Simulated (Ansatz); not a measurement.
A nudged elastic band was laid between two geometries of FH3OSi + H3P (10 atoms, charge 0, multiplicity 1).

All numbers below come from RKS r2SCAN-D4/6-31G* in Ansatz.

```json
{"movable images": "9", "climbing image": "yes", "spring": "5.0 eV/Å²", "optimiser": "quadratic models (default)", "start path": "through a guess of the saddle point", "force threshold": "0.03 eV/Å", "iteration limit": "60", "end points": "relaxed"}
```

Image 0:

```xyz
10
Properties=species:S:1:pos:R:3
Si -0.119 -0.397 -0.132
H 0.010 -0.635 1.331
O 1.353 -0.333 -0.871
H 1.979 -1.038 -0.658
H -0.784 0.882 -0.454
F -1.006 -1.608 -0.710
P 1.934 2.721 1.462
H 2.427 1.388 1.563
H 1.642 2.579 0.077
H 0.619 2.338 1.854
```

Image 10:

```xyz
10
Properties=species:S:1:pos:R:3
Si 0.453 0.457 -0.556
H -0.175 -0.026 2.862
O 1.783 -0.485 -0.829
H 1.634 -1.312 -1.311
H -0.280 0.752 -1.818
F -0.588 -0.335 0.392
P 1.084 2.349 0.462
H 2.045 1.692 1.283
H 2.033 2.644 -0.560
H 0.069 0.162 3.537
```

Q: What changes between the two ends?

A: Bonds broken: Si1–H2, P7–H10. Bonds formed: Si1–P7, H2–H10. FH3OSi + H3P becomes FH4OPSi + H2.

Q: What energy profile does the band end with?

A: The run converged. The highest image is number 4 of 0 to 10, 59.7 kcal/mol above the first end and 60.7 kcal/mol above the last; the last end lies 1.1 kcal/mol below the first. Neighbouring images differ by up to 1.6 eV, so the band resolves the path poorly. A vibrational analysis at the climbing image gives one clearly imaginary mode, 1176i cm⁻¹: a first-order saddle point. The orbitals stay closed-shell, which can raise the energy where a bond breaks towards radicals; this wasn't checked here.

```tsv
image	path coordinate (Å)	energy (kcal/mol)	Si1–H2 (Å)	P7–H10 (Å)	Si1–P7 (Å)
0	0.00	0.0	1.49	1.43	4.06
1	0.70	0.5	1.49	1.43	3.89
2	1.40	3.9	1.49	1.43	3.53
3	2.10	21.8	1.51	1.49	3.00
4	2.80	59.7	1.70	1.87	2.59
5	3.48	35.3	2.13	2.20	2.34
6	4.15	15.3	2.58	2.42	2.28
7	4.83	4.1	2.96	2.69	2.25
8	5.50	0.0	3.23	3.11	2.24
9	6.17	-1.0	3.49	3.66	2.24
10	6.85	-1.1	3.51	3.91	2.24
```

Q: What is the geometry of the highest image?

A: 
```xyz
10
Properties=species:S:1:pos:R:3:forces:R:3
Si 0.236 0.197 0.040 -0.01 -0.01 0.00
H -0.305 -0.021 1.638 0.00 0.00 0.00
O 1.733 -0.219 -0.534 0.01 0.01 0.00
H 1.711 -1.116 -0.910 0.00 0.00 0.00
H -0.708 1.170 -0.536 0.00 0.00 0.00
F -0.508 -1.236 -0.217 0.00 0.01 0.00
P 1.350 2.240 1.171 0.00 0.01 0.00
H 2.584 1.569 1.395 0.00 0.00 0.00
H 1.666 2.558 -0.178 0.00 0.00 0.00
H 0.297 0.755 1.592 0.00 0.00 0.00
```

The run took 6.5 min on 2 threads of Arm Neoverse V2 (shared host), peak memory 0.14 GiB.
